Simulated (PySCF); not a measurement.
## Se (selenium, neutral) across methods

[Ar] 3d10 4s1 4p5, high-spin 3P determinant (an excited configuration). Calculation: PySCF 2.14, in ANO-RCC-VTZP (6s5p3d1f, 43 functions); the spin-free X2C one-electron Hamiltonian (Gaussian nucleus).

```json
{"method": "TPSSh", "E (hartree)": "-2429.344", "mean ε 4s α (eV)": "-20.172", "mean ε 4p α (eV)": "-8.516", "mean ε 4p β (eV)": "-6.640", "Σ⟨r²⟩ (bohr²)": "41.99", "⟨S²⟩": "2.009"}
{"method": "LDA", "E (hartree)": "-2425.829", "mean ε 4s α (eV)": "-19.076", "mean ε 4p α (eV)": "-7.896", "mean ε 4p β (eV)": "-6.447", "Σ⟨r²⟩ (bohr²)": "42.22", "⟨S²⟩": "2.005"}
{"method": "wB97X", "E (hartree)": "-2429.465", "mean ε 4s α (eV)": "-24.105", "mean ε 4p α (eV)": "-11.507", "mean ε 4p β (eV)": "-9.334", "Σ⟨r²⟩ (bohr²)": "42.12", "⟨S²⟩": "2.009"}
{"method": "M06-L", "E (hartree)": "-2429.326", "mean ε 4s α (eV)": "-19.580", "mean ε 4p α (eV)": "-8.041", "mean ε 4p β (eV)": "-6.047", "Σ⟨r²⟩ (bohr²)": "41.72", "⟨S²⟩": "2.012"}
{"method": "BP86", "E (hartree)": "-2429.748", "mean ε 4s α (eV)": "-19.048", "mean ε 4p α (eV)": "-7.896", "mean ε 4p β (eV)": "-6.443", "Σ⟨r²⟩ (bohr²)": "42.14", "⟨S²⟩": "2.006"}
{"method": "r2SCAN", "E (hartree)": "-2429.398", "mean ε 4s α (eV)": "-19.962", "mean ε 4p α (eV)": "-8.314", "mean ε 4p β (eV)": "-6.382", "Σ⟨r²⟩ (bohr²)": "41.97", "⟨S²⟩": "2.015"}
{"method": "PBE", "E (hartree)": "-2429.093", "mean ε 4s α (eV)": "-18.941", "mean ε 4p α (eV)": "-7.820", "mean ε 4p β (eV)": "-6.303", "Σ⟨r²⟩ (bohr²)": "42.22", "⟨S²⟩": "2.006"}
{"method": "UHF", "E (hartree)": "-2427.63949", "mean ε 4s α (eV)": "-27.888", "mean ε 4p α (eV)": "-12.861", "mean ε 4p β (eV)": "-8.466", "Σ⟨r²⟩ (bohr²)": "43.31", "⟨S²⟩": "2.047"}
{"method": "PBE0", "E (hartree)": "-2429.132", "mean ε 4s α (eV)": "-21.319", "mean ε 4p α (eV)": "-9.215", "mean ε 4p β (eV)": "-7.139", "Σ⟨r²⟩ (bohr²)": "42.11", "⟨S²⟩": "2.010"}
```
